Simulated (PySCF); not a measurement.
**One molecule, a ladder of functionals, a line**

Molecule: `[SiH3]O[SiH2][SiH2]N`, H₉NOSi₃.

Bonds (- single, = double, # triple, : aromatic): N1-Si2 1.739 Å, Si2-Si3 2.344 Å, Si3-O4 1.667 Å, O4-Si5 1.656 Å. N1 carries H6, H7; Si2 carries H8, H9; Si3 carries H10, H11; Si5 carries H12, H13, H14.

GIAO shieldings (ppm, equivalent atoms averaged) in PySCF 2.14 on the PBE0-D3(BJ)/def2-SVP geometry, basis pcSseg-1, gas phase, non-relativistic:

```tsv
functional	exact exchange (%)	σ(Si3)	σ(Si5)	σ(Si2)
BLYP	0	355.4	366.9	379.0
BP86	0	361.0	369.4	387.6
PBE	0	362.1	370.4	389.0
PBE0	25	378.3	386.8	404.2
mPW1PW91	25	376.8	385.7	402.3
BHandHLYP	50	388.3	399.6	410.0
HF	100	424.7	436.3	443.0
```

**Question.** Fit each shielding as a line in the percentage of exact exchange.

**Answer.** σ(Si3) = 359.8 + 0.64 x (rms 2.6 ppm); σ(Si5) = 368.9 + 0.67 x (rms 1.5 ppm); σ(Si2) = 386.0 + 0.56 x (rms 3.8 ppm). The functionals also differ in their semilocal parts, which the line can't hold; Hartree–Fock has no correlation at all.

**Question.** What does the line predict for B3LYP (20 %), and what does the run give?

**Answer.** σ(Si3): 372.6 predicted, 368.3 computed; σ(Si5): 382.3 predicted, 379.5 computed; σ(Si2): 397.2 predicted, 391.5 computed ppm.
